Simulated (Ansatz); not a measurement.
A structure relaxed at r2SCAN-D4/def2-SVP in Ansatz, charge 0, singlet:

| atom | x (Å) | y (Å) | z (Å) |
| --- | --- | --- | --- |
| Ga1 | 1.2868 | 0.4580 | -1.3164 |
| Ga2 | 2.7034 | -1.0006 | 0.6342 |
| Ga3 | -0.4935 | 1.7997 | -0.2753 |
| Ga4 | 0.3285 | -1.5626 | -0.1867 |
| Ga5 | -2.9268 | 0.3859 | -0.1858 |
| Ga6 | -0.8983 | -0.0804 | 1.3300 |

**Question.** Give its formula and point group.

**Answer.** the cluster Ga6. Point group C2 (tolerance 0.1 Å).

**Question.** Summarise the bond lengths by kind (pairs closer than 1.2 times the sum of covalent radii, bridged metal pairs left out).

**Answer.** 8 × Ga–Ga 2.45 to 2.82 Å.

The restricted singlet is unstable towards broken spin symmetry in Hartree–Fock (as tested in another run); at r2SCAN-D4/def2-SVP this wasn't settled. Another isomer (singlet) lies 0.78 eV lower at PBE0-D4/def2-TZVP; other spin states weren't run for this one.
